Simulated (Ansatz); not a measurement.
BOF₃H₂⁻, that is B(H2O)F3 with one electron more. The state is a doublet with charge -1. Geometry r2SCAN-D4/def2-SVP, that of the neutral singlet; atoms count from 1.

```xyz
7

B    -0.424    0.013   -0.618
O     0.276   -0.162    1.013
H     0.591    0.723    1.258
H     1.069   -0.710    0.903
F    -1.655   -0.493   -0.476
F     0.466   -0.728   -1.322
F    -0.323    1.357   -0.757
```

The highest occupied level of the charge -1 doublet lies above zero (up to 1.54 eV). By energy differences it is unbound by 0.24 eV (vertical, against the charge 0 singlet, at PBE0-D4/def2-TZVPD) and held by the finite basis.

**Question.** Estimate the Mulliken populations from the PBE0/def2-TZVPD orbitals of Ansatz.

**Answer.** 
```
atom  charge (e)  spin (α − β)
  B1       -0.03          0.61
  O2        0.18         -0.56
  H3        0.15          0.23
  H4        0.17          0.20
  F5       -0.35          0.03
  F6       -0.57          0.26
  F7       -0.55          0.23
```
Mulliken values depend strongly on the basis. With diffuse functions, as here, like atoms can get unlike values, and bond orders can come out too low or too high.

**Question.** Where does the spin sit?

**Answer.** Summed by element: B 0.61, O -0.56, H 0.43, F 0.52, of 1 unpaired in all. Largest on single atoms: B1 0.61, O2 -0.56, F6 0.26.

**Question.** And the Mayer bond orders between heavy atoms (over 0.3)?

**Answer.** B1–F5 1.14 (1.34 Å); B1–F6 1.34 (1.36 Å); B1–F7 1.31 (1.35 Å).
